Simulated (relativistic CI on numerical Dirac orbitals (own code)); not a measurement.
# Fe2+ (3d6) in a crystal field

Calculated by Dirac-Coulomb-Breit CI, separate exchange-only KLI orbitals for each configuration, model QED (radiative potential, 1s self-energy scaled to tabulated hydrogen-like ionisation energies), valence Slater integrals scaled by 0.7, one configuration in a parametric crystal field (own radial code).

Field parameters in Wybourne normalisation: Oh B⁴₀ = 21Dq, B⁴₄ = √(5/14) B⁴₀. The field is a parameter set, without covalency.

S and J are read from ⟨S²⟩ = S(S + 1) and ⟨J²⟩ = J(J + 1) of each level; they are not fictitious spins.

Oh, 10Dq = 3250 cm⁻¹, the lowest 16 levels:

```
E (cm⁻¹)  Degeneracy  Irrep     S     J
     0.0           3     T2  2.00  3.82
     174           2      E  2.00  3.46
     195           3     T1  2.00  3.39
     421           1     A1  2.00  2.87
     477           3     T1  2.00  2.60
     513           3     T2  2.00  2.43
    3575           1     A2  2.00  3.00
    3586           3     T2  2.00  2.90
    3598           2      E  2.00  2.79
    3612           3     T1  2.00  2.66
    3626           1     A1  2.00  2.53
   13625           2      E  1.00  4.81
   13659           3     T2  1.00  4.73
   13944           1     A1  0.98  4.06
   13992           3     T1  1.00  4.33
   15157           1     A2  1.00  5.67
```

Oh, 10Dq = 31850 cm⁻¹, the lowest 10 levels:

```csv
E (cm⁻¹),Degeneracy,Irrep,S,J
0.0,1,A1,0.00,4.56
23101,2,E,1.00,4.07
23112,3,T2,1.00,4.03
23385,3,T1,1.00,3.81
23532,1,A1,1.00,3.68
28635,3,T1,0.95,4.17
28731,2,E,1.00,4.07
29005,3,T2,1.00,3.91
29153,1,A2,1.00,3.86
29843,3,T1,0.13,5.14
```

Oh, 10Dq = 29250 cm⁻¹, the lowest 10 levels:

```csv
E (cm⁻¹),Degeneracy,Irrep,S,J
0.0,1,A1,0.00,4.57
20522,2,E,1.00,4.08
20533,3,T2,1.00,4.04
20808,3,T1,1.00,3.82
20957,1,A1,1.00,3.69
25965,3,T1,0.96,4.17
26057,2,E,1.00,4.08
26335,3,T2,1.00,3.93
26488,1,A2,1.00,3.89
27287,3,T1,0.11,5.16
```

The free-ion ground term has S = 2. The field overcomes the spin-pairing energy for Oh, 10Dq = 31850 cm⁻¹; Oh, 10Dq = 29250 cm⁻¹, where the ground state has lower spin; these fields are assumed values.

Levels of this model without a field, named by their leading LS term (the scale mimics covalency, so terms lie below those of the real free ion): ⁵D4 0, ⁵D3 423, ⁵D2 715, ⁵D1 902, ⁵D0 994, ³H6 15540, ³H5 15784, ³H4 15962 cm⁻¹.
